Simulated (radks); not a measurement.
The numbers below are computed, except where a source is named.
Spherical quantum dot in the effective-mass picture: electrons in a hard-walled sphere of radius 5.39, with a point charge +2 (a donor) at the centre, all in effective atomic units (hartree* = m*/eps^2 hartree, bohr* = eps/m* bohr), one dielectric constant everywhere. Level of theory: non-relativistic Kohn-Sham, LDA (Slater exchange, Perdew-Wang correlation), spin-polarised, spherical densities (a radial shooting solver with Libxc functionals). Levels are named by radial order and angular momentum (1s, 1p, 1d, 2s, ...), and open shells are averaged over m.

N = 12, configuration 1s2 1p6 1d(up 2, down 0) 2s2. This is the lowest configuration that the search found. Occupied and some empty levels:

| level | occupation | eigenvalue (hartree*) | <r> (bohr*) |
|---|---|---|---|
| 1s up | 1 | 2.2813 | 1.388 |
| 1s down | 1 | 2.2856 | 1.324 |
| 2s up | 1 | 2.5422 | 3.226 |
| 2s down | 1 | 2.5634 | 3.279 |
| 1p up | 3 | 2.5647 | 3.625 |
| 1p down | 3 | 2.5892 | 3.616 |
| 1d up | 2 | 2.7350 | 3.794 |
| 1d down | 0 | 2.7605 | 3.791 |
| 1f up | 0 | 2.9598 | 3.917 |
| 1f down | 0 | 2.9857 | 3.917 |
| 1g up | 0 | 3.2360 | 4.017 |
| 1g down | 0 | 3.2620 | 4.018 |
| 2p up | 0 | 3.2984 | 2.691 |
| 2p down | 0 | 3.3116 | 2.686 |

Energy (hartree*): total 11.4165, kinetic 7.1791, external -12.494, Hartree 20.268, exchange-correlation -3.5362.

Electron density:

| r (bohr*) | n(r) (e/bohr*^3) |
|---|---|
| 0.407 | 0.7537 |
| 0.810 | 0.1868 |
| 1.21 | 0.05512 |
| 1.62 | 0.02271 |
| 2.02 | 0.01695 |
| 2.42 | 0.01948 |
| 2.83 | 0.02454 |
| 3.23 | 0.02900 |
| 3.64 | 0.03002 |
| 4.04 | 0.02557 |
| 4.44 | 0.01620 |
| 4.85 | 0.006058 |
| 5.25 | 0.0003978 |
